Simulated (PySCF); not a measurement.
These are PBE-D3(BJ)/def2-TZVP (PySCF) values and carry that method's errors. All species are isolated molecules in the gas phase. One relaxed conformer stands for a flexible species; it need not be the lowest. Excitations are Tamm–Dancoff values on a coarser integration grid. The basis has no diffuse functions, so Rydberg states are missing or too high.

Reference species (SMILES): `O[Si](Cl)(O)O` (neutral, multiplicity 1).

```yaml
S1 excitation (TDA): 7.04 eV
T1 excitation (TDA): 6.86 eV
LUMO: -0.65 eV
HOMO: -7.62 eV
```

Changed species: `O[Si](O)(Cl)Cl` (H–O–Si–Cl torsion -76°, Cl–Si–O–H torsion -174°) (2 of 4 Cl replaced by OH; the reference has 3 of 4 Cl replaced by OH).

Problem. Predict the effect on the S1 excitation (TDA), T1 excitation (TDA), LUMO and HOMO.

Solution. the S1 excitation (TDA) decreases by 0.11 eV, to 6.93 eV; the T1 excitation (TDA) falls by 0.18 eV, to 6.68 eV; the LUMO decreases by 0.22 eV, to -0.87 eV; the HOMO drops by 0.07 eV, to -7.69 eV.
